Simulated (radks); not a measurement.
Results of a calculation; reference values are marked as such.
Charge is removed step by step from the 2s down level of Ir65+, starting from [He] 2s(up 1, down 1) 2p6 3s2. Level of theory: scalar-relativistic Kohn-Sham, PBE, spin-polarised, spherical densities, finite nucleus; Fermi nuclear charge, rms radius 5.4032 fm (a radial shooting solver on a logarithmic mesh with Libxc functionals).

\begin{tabular}{lrrr}
removed (e) & E - E(0) (eV) & eigenvalue (eV) & E minus straight line (eV) \\ \hline
0 & 0.000 & -18715.7 & 0.000 \\
0.1 & 1872.1 & -18746.4 & -13.846 \\
0.2 & 3747.3 & -18777.1 & -24.607 \\
0.3 & 5625.6 & -18807.7 & -32.285 \\
0.4 & 7507.0 & -18838.3 & -36.883 \\
0.5 & 9391.4 & -18868.9 & -38.404 \\
0.6 & 11278.9 & -18899.4 & -36.852 \\
0.7 & 13169.5 & -18929.9 & -32.232 \\
0.8 & 15063.1 & -18960.4 & -24.547 \\
0.9 & 16959.8 & -18990.8 & -13.801 \\
1 & 18859.6 & -19021.1 & 0.000 \\
\end{tabular}

Removing the whole electron costs 18859.6 eV by Delta-SCF, against 18715.7 eV from minus the eigenvalue at the starting occupation. Slater's transition state (half an electron removed) gives 18868.9 eV. Integrating minus the eigenvalue over the occupation (Janak's theorem) gives 18868.7 eV. In this scalar-relativistic scheme the density is built from large components alone, so the theorem holds only approximately. The mean slope of the eigenvalue, de/dn, is 305 eV per electron.
